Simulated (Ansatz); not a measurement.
`[CH3][SnH2][AlH2]` + `N=C[SeH]` → `[AlH2]/[N]=C\[SeH]` + `[CH3][SnH3]` at 600 K and 1 bar (cleavage of the Al–Sn bond).

Gas-phase electronic energies from Ansatz, PBE0-D4/def2-TZVP geometries. CCSD(T)/CBS is the MP2 limit (def2-TZVPP, def2-QZVPP) plus CCSD(T) − MP2 in def2-TZVPP, frozen cores. def2 core potentials past Kr. For Se, Sn outer-core shells are correlated without core-valence functions, which leaves a few kJ/mol of doubt a bond. Scalar relativity is left out up to krypton. One conformer a species, not always the lowest.

| species | CCSD(T)/CBS energy (Eh) | H − E (kJ/mol) | S (J/(mol·K)) |
| --- | --- | --- | --- |
| `[CH3][SnH2][AlH2]` | -498.27916 | 227.8 | 461.1 |
| `N=C[SeH]` | -2495.22891 | 137.4 | 332.7 |
| `[AlH2]/[N]=C\[SeH]` | -2737.86550 | 164.9 | 420.9 |
| `[CH3][SnH3]` | -255.66383 | 191.1 | 350.4 |

H − E and S are ideal-gas, rigid-rotor, harmonic terms from PBE0-D4/def2-TZVP, for one conformer and one mirror image of each species. 1 Eh = 2625.50 kJ/mol, R = 8.31446 J/(mol·K).

Question: By hand: ΔE, ΔH, ΔS and ΔG.

Answer: ΔE = (-2737.86550) + (-255.66383) − (-498.27916) − (-2495.22891) = -0.02126 Eh = -55.8 kJ/mol. Δ(H − E) = 164.9 + 191.1 − 227.8 − 137.4 = -9.2, so ΔH = -65.0 kJ/mol. ΔS = 420.9 + 350.4 − 461.1 − 332.7 = -22.5 J/(mol·K). ΔG = -65.0 − 600 × (-22.5)/1000 = -51.5 kJ/mol.

Question: By hand: the equilibrium constant, and the temperature at which ΔG would vanish if ΔH and ΔS stayed fixed.

Answer: log₁₀ K = −ΔG/(RT ln 10) = 4.5. ΔG = 0 at ΔH/ΔS = 2889 K, far beyond where these terms or the molecules hold.

ΔH outweighs TΔS. A doubt of 5 kJ/mol in ΔE shifts log₁₀ K by 0.4 here. Other conformers and mirror images would add mixing entropy, several J/(mol·K) or more a flexible species. Modes under 60 cm⁻¹, often nearly free rotors, make the harmonic entropy too high. These are equilibria of isolated gas molecules and say nothing of rates. Largest T1 diagnostic: 0.013 (customary marks: 0.02 for closed shells, 0.045 for open ones).
